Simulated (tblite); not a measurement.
Species: C₆H₁₂FP.
Structure used (GFN2-xTB), in Å, numbered top down from 1:
```xyz
20
C6H12FP angstrom
C     -1.5494    1.3962   -1.1842
C     -0.5356    0.3597   -0.7165
C     -1.1968   -0.8559   -0.0717
C     -0.1325   -1.5346    0.7793
F     -0.6918   -2.5133    1.5785
C      0.5087   -0.4516    1.6366
P      0.6453    1.0818    0.5794
C      2.2495    0.6997   -0.2682
H     -1.0404    2.2446   -1.6370
H     -2.2270    0.9658   -1.9201
H     -2.1367    1.7599   -0.3437
H      0.0657    0.0379   -1.5748
H     -1.6060   -1.5380   -0.8181
H     -2.0097   -0.5402    0.5865
H      0.6061   -2.0521    0.1543
H      1.4788   -0.7441    2.0391
H     -0.1554   -0.2347    2.4772
H      2.3103   -0.3418   -0.5787
H      3.0652    0.9239    0.4170
H      2.3464    1.3474   -1.1380
```

All values are computed: GFN2-xTB (tblite) harmonic vibrations without scaling, gas phase. This tight-binding method is rough: wavenumbers can miss measured ones by several per cent, in bad cases by 10 to 20. One conformer, not necessarily the lowest.

Harmonic wavenumbers (cm⁻¹): 63.8, 122.6, 183.2, 202.3, 226.7, 234.1, 262.7, 337.8, 415.6, 420.5, 462.5, 468.8, 641.1, 716.9, 751.4, 799.8, 868.2, 886.6, 907.9, 938.5, 961.6, 1011.4, 1027.0, 1059.0, 1093.3, 1123.6, 1144.3, 1189.0, 1204.9, 1244.1, 1250.9, 1293.4, 1303.0, 1316.8, 1328.2, 1411.9, 1439.6, 1449.0, 1457.8, 1482.3, 1494.7, 1496.3, 2904.0, 2907.6, 2965.7, 2979.4, 2986.8, 2990.8, 2997.8, 3010.4, 3014.2, 3016.2, 3027.3, 3033.2.

A = 2192, B = 1409, C = 1005 MHz; mass 134.066 u (most abundant isotopes); point group C1, symmetry number 1.

Problem. Zero-point energy?

Solution. ½Σν̃ = 36763 cm⁻¹ = 439.78 kJ/mol.

Problem. What is S at 200 K and 1 bar for an ideal gas of classical rigid rotors and harmonic oscillators?

Solution. Translation 161.65, rotation 116.48, vibration 61.85: S = 340.0 J/(mol K).

Problem. And Cp and H(200 K) − H(0)?

Solution. Cp = 113.17 J/(mol K), of which vibrations give 79.91 (their classical limit is 54 R = 449.0); H(200 K) − H(0) = 14.04 kJ/mol without the zero-point energy, 7.39 from vibrations.

Problem. How do the functions run with temperature in this model?

Solution. 
| T (K) | S (J/(mol K)) | Cp (J/(mol K)) | H − H(0) (kJ/mol) | G − H(0) (kJ/mol) | ln q(vib) |
| --- | --- | --- | --- | --- | --- |
| 50 | 238.1 | 46.1 | 1.88 | -10.03 | 0.21 |
| 100 | 277.6 | 70.6 | 4.80 | -22.96 | 0.94 |
| 298.15 | 393.0 | 156.1 | 27.22 | -89.96 | 5.24 |
| 373.15 | 431.7 | 189.5 | 40.19 | -120.90 | 7.02 |
| 500 | 494.4 | 239.6 | 67.52 | -179.67 | 10.10 |
| 750 | 605.9 | 310.0 | 136.87 | -317.55 | 16.19 |
| 1000 | 701.8 | 356.2 | 220.52 | -481.32 | 22.00 |

q(vib) and H(0) count from the zero-point level.

Problem. Blend soft modes into free rotors: weight 1/[1 + (100 cm⁻¹/ν̃)⁴] for the oscillator and the rest for a rotor with moment μB/(μ + B), μ = h/(8π²ν), B = 10⁻⁴⁴ kg m². What vibrational entropy results?

Solution. 59.87 J/(mol K) in place of 61.85, which changes −T·S at 200 K by +0.40 kJ/mol.

Problem. Which modes carry the vibrational entropy at 200 K?

Solution. 63.8 cm⁻¹: 14.86; 122.6 cm⁻¹: 9.62; 183.2 cm⁻¹: 6.60; 202.3 cm⁻¹: 5.89; 226.7 cm⁻¹: 5.11; 234.1 cm⁻¹: 4.90 J/(mol K); the other 48 give 14.87 together.

Hindered rotation and anharmonicity are outside this model. Other conformers, if any are populated, would add a mixing term that is left out. The structure is chiral; the term R ln 2 for an equal mix with its mirror image is left out.
